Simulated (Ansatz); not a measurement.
C₃H₆Sn, SMILES `C#[C][SnH2][CH3]`, relaxed with RKS PBE0-D4/def2-TZVP in Ansatz 0.2.0 from a PBE-D4/def2-SVP geometry. The force threshold is 0.005 eV/Å; the program also tests the step.

Total charge 0; spin multiplicity 1. Sn: def2 effective core potential.

Start:

```xyz
10

C    -0.510   -0.014   -2.810
C     0.005    0.142   -1.705
Sn    0.855    0.388    0.212
C    -0.539   -0.392    1.670
H    -0.958   -0.148   -3.787
H     2.349   -0.479    0.229
H     1.137    2.077    0.437
H    -1.492    0.166    1.600
H    -0.120   -0.278    2.688
H    -0.726   -1.463    1.467
```

| step | energy (eV) | largest force (eV/Å) | largest move (Å) |
| --- | --- | --- | --- |
| 1 | -9035.2874 | 1.679 | 0.000 |
| 2 | -9035.3437 | 0.185 | 0.060 |
| 3 | -9035.3490 | 0.030 | 0.017 |
| 4 | -9035.3490 | 0.040 | 0.004 |
| 5 | -9035.3491 | 0.002 | 0.002 |

End:

```xyz
10

C    -0.506   -0.015   -2.768
C     0.002    0.138   -1.683
Sn    0.848    0.385    0.210
C    -0.531   -0.385    1.643
H    -0.950   -0.148   -3.727
H     2.324   -0.471    0.228
H     1.129    2.052    0.433
H    -1.472    0.161    1.572
H    -0.128   -0.277    2.650
H    -0.715   -1.440    1.441
```

Hardware: 4 threads of a server CPU on a shared host. Wall time 14 s, peak host memory 0.46 GiB.
